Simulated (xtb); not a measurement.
GeSe, SMILES [Ge]=[Se] (connectivity only; charge and spin as stated), neutral, multiplicity 1. All values are semi-empirical tight-binding results from xtb (GFN2-xTB unless named), good for trends rather than for accurate numbers. The structure is a stationary point at GFN2-xTB.

Optimised geometry:

Bonds (Å): Ge1–Se2 2.153.

For metal compounds this method's bond lengths and energies can be far off.

Computed properties:
- point group as xtb finds it = C∞v
- orbital gap = 2.78 eV

Computed atomic charges and the Wiberg bond orders between heavy atoms:
charges (e) Ge1 0.31, Se2 -0.31. Bond orders Ge1–Se2 2.42.
